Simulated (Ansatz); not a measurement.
Two structures of Si₂NH₁₀F, singlet, reached by relaxing down either side of one saddle point (PBE0-D4/def2-TZVP). Energies are electronic, without zero-point energy. Ansatz 0.2.0; basis: def2-TZVPP and def2-QZVPP; cores frozen in the correlated methods. Extrapolation: Hartree–Fock as exp(−7.88 √X), correlation as X^−2.97. First:

```
14
angstrom
Si 0.5339 -0.1106 -1.0095
H 1.9686 -0.3950 -0.7693
H -0.2465 -1.3671 -1.1275
H -0.0124 0.7082 0.1084
Si 0.2947 1.1295 -2.9828
H -0.5942 -0.2391 3.9067
N -0.8922 -0.4399 2.9597
H 0.2040 -1.2898 2.1242
F 0.8534 -1.7617 1.5842
H 0.8147 0.3743 -4.1559
H -1.1390 1.4452 -3.2372
H 1.0380 2.4174 -2.8956
H -1.0382 0.4437 2.4857
H -1.7851 -0.9153 3.0089
```

Second:

Si1  (-1.265, 0.113, -0.177)
H2  (1.440, -2.884, -0.564)
H3  (-1.388, -1.340, -0.452)
H4  (-2.599, 0.740, -0.414)
Si5  (0.357, 1.143, -1.516)
H6  (0.821, -0.215, 1.560)
N7  (-0.769, 0.241, 1.513)
H8  (1.636, -2.360, -0.068)
F9  (1.757, -0.427, 1.496)
H10  (1.586, 0.320, -1.610)
H11  (-0.219, 1.348, -2.873)
H12  (0.685, 2.473, -0.935)
H13  (-0.747, 1.184, 1.881)
H14  (-1.296, -0.336, 2.157)
(Å)

Question: Which bonds change from the first to the second?

Answer: Si₂H₆ ([SiH3][SiH3]) + NH₃ + HF → Si₂NH₇ ([NH2][SiH2][SiH3]) + HF + H₂; bonds formed: Si1–N7, H2–H8, H6–F9; bonds broken: Si1–H2, H6–N7, H8–F9.

Question: Give the saddle point's structure and its height above each. (To be estimated.)

Answer: By the calculation: 152.2 kJ/mol above the first and 154.6 kJ/mol above the second (CCSD(T) at an estimated basis limit (MP2 extrapolated from triple and quadruple zeta, plus CCSD(T) − MP2 in triple zeta)).
```xyz
14
angstrom
Si -0.8662 -0.1685 -0.2614
H 0.8638 -1.0105 -0.1821
H -1.3547 -1.5557 -0.4274
H -2.1546 0.6272 -0.1530
Si 0.3990 0.8701 -1.9155
H 0.2507 -0.5729 1.8935
N -0.4255 0.1924 1.5389
H 1.1217 -1.3841 0.6851
F 1.2463 -1.6271 1.8362
H 1.0578 -0.1684 -2.7462
H -0.3672 1.8065 -2.7861
H 1.4448 1.6570 -1.2018
H 0.0511 1.0874 1.6152
H -1.2671 0.2465 2.1047
```

T1 diagnostic: at most 0.013.

Labels in which every atom is bracketed show which atoms are joined, not bond orders.

For scale, one of the runs: CCSD(T)/def2-TZVPP, 286 basis functions, launched by `ansatz run in.yaml --threads 8 --pin off --events-out ev --progress --plain --max-ram 19148MiB`. The run took 2.4 min on 8 CPU threads of an Arm Neoverse V1 (shared host), with 8.4 GiB of host memory at its peak.
